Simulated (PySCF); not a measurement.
SiOBr, SMILES O=[Si]Br, multiplicity 2.

Coordinates come from a TPSSh-D3(BJ)/def2-TZVP optimisation.

Calculation: B3LYP/def2-TZVPD run with PySCF.

Isolated molecule, no solvent.

total energy: -2938.97876 hartree
point group: Cs
α spin, highest occupied and lowest empty level: -7.57 and -2.62 eV
β spin, highest occupied and lowest empty level: -8.75 and -4.88 eV
dipole moment: 2.91 D
quadrupole, principal values (traceless, Buckingham form, about the centre of nuclear charge): -11.60, 5.31, 6.29 D·Å
mean static polarisability: 54.4 bohr³ (8.06 Å³)
polarisability, principal values: 42.0, 48.4, 72.8 bohr³
⟨S²⟩: 0.755 (pure state 0.75)
